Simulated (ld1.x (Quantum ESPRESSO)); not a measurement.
# Varying the PAW potential for phosphorus (P)

Base potential:

phosphorus (P), PAW, made with ld1.x (Quantum ESPRESSO) 7.5 (PBE, non-relativistic). Core [He], reference 2s2 2p6 3s2 3p1 (charge +2). Waves: 2s (bound): rcut 0.80, rcutus 0.90 bohr; 3s (bound): rcut 0.80, rcutus 0.90 bohr; 2p (bound): rcut 0.70, rcutus 0.75 bohr; 3p (bound): rcut 0.70, rcutus 0.75 bohr. Local part: all-electron potential smoothed inside 0.55 bohr (lloc = -2). Core correction: Bessel-smoothed model core inside 0.70 bohr. Augmentation charge: BESSEL, radius 0.55 bohr.

Cutoffs, loose and tight: the cutoffs (Ry, on a coarse ladder) from which the occupation-weighted sum of valence levels, in a spherical-Bessel basis at the reference potential, stays within 10 and 1 mRy of its value at 400 Ry. They do not see the model core or the augmentation charge, which bear on the density cutoff. Test errors are all-electron minus pseudo excitation energies from the reference, over the configurations 2s2 2p6 3s2 3p3; 2s2 2p6 3s2 3p2; 2s2 2p6 3s2 3p0; 2s2 2p6 3s0 3p5; 2s2 2p6 3s2 3p2.5; 2s2 2p6 3s2 3p3.3; 2s1 2p6 3s2 3p3. A dash means not determined; rows that change the core or the reference have their own tests.

| change | outcome | cutoff, loose | cutoff, tight | bound ghosts | largest test error (meV) |
| --- | --- | --- | --- | --- | --- |
| base | generated | 230 Ry | over 300 Ry | none | -3.5 |
| local potential all-electron potential smoothed inside 0.40 bohr (lloc = -2) | generated | 230 Ry | 300 Ry | none | -2.7 |
| local potential all-electron potential smoothed inside 0.50 bohr (lloc = -2) | generated | 230 Ry | over 300 Ry | none | -4.8 |
| local potential all-electron potential smoothed inside 0.62 bohr (lloc = -2) | generated | 230 Ry | over 300 Ry | none | +1.5 |
| local potential all-electron potential smoothed inside 0.72 bohr (lloc = -2) | generated | 230 Ry | over 300 Ry | none | +3.3 |
| local potential all-electron potential smoothed inside 0.90 bohr (lloc = -2) | generated | 230 Ry | over 300 Ry | none | +1.0 |
| local potential all-electron potential smoothed inside 1.04 bohr (lloc = -2) | generated | 230 Ry | over 300 Ry | none | -2.7 |

Reading the sweep of the rcloc (base included, trends over the rows without a ghost): The loose cutoff stays near 230 Ry. The median size of the test errors (rows with all tests solved) stays near 0.1 meV.
